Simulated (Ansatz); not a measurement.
chlorobenzene (C6H5Cl), singlet, at a GFN2-xTB geometry; MP2/STO-3G run with Ansatz (a first-principles code).

Input for Ansatz:
Ansatz 0.2 input:
```yaml
crystal:
  periodic: [false, false, false]
  atoms:
    - {symbol: Cl, position_ang: [2.23083293, 0.17830076, 0.00166627]}
    - {symbol: C, position_ang: [0.50565329, 0.04041467, 0.00037769]}
    - {symbol: C, position_ang: [-0.27011462, 1.18803954, 0.01931055]}
    - {symbol: C, position_ang: [-1.64922549, 1.07045173, 0.01816171]}
    - {symbol: C, position_ang: [-2.24493585, -0.17942795, -0.00167681]}
    - {symbol: C, position_ang: [-1.45823275, -1.31881734, -0.02048276]}
    - {symbol: C, position_ang: [-0.07795243, -1.21585902, -0.01957054]}
    - {symbol: H, position_ang: [0.20129330, 2.15822886, 0.03470485]}
    - {symbol: H, position_ang: [-2.25874719, 1.96145975, 0.03286497]}
    - {symbol: H, position_ang: [-3.32098418, -0.26543181, -0.00248054]}
    - {symbol: H, position_ang: [-1.91846938, -2.29532648, -0.03598506]}
    - {symbol: H, position_ang: [0.54159475, -2.09885305, -0.03414996]}
basis:
  gaussian:
    orbitals: STO-3G
magnetization: {spin_polarized: false}
correlation: {method: mp2}
```

It wrote (shortened):

```
Functional definition: HF
596 factors; integrals over basis functions are off by at most 3.7e-5 eV
mean field evaluation 1: about -18553.1123 eV, gradient 2.2e1 eV
mean field evaluation 2: about -18553.3891 eV, gradient 2.2e1 eV
mean field evaluation 4: about -18555.2504 eV, gradient 2.5e0 eV
mean field evaluation 8: about -18555.2736 eV, gradient 1.9e-2 eV
mean field -18555.27359701 eV, -681.8937274740 hartree, gradient 1.8e-6 eV, S^2 0.000000; 0 other end points of the search recorded, 0 dependent functions left out; unrestricted orbitals would lower it
mean field evaluation 16: about -18555.5518 eV, gradient 2.5e0 eV
11 core orbitals not correlated
reference -18555.27359701 eV, -681.8937274740 hartree; 18, 18 occupied and 15, 15 virtual orbitals, 596 factors
second order -9.57565448 eV of doubles, -0.00000000 eV of singles
Total energy: -18564.84925149 eV, -682.2456262855 hartree
```
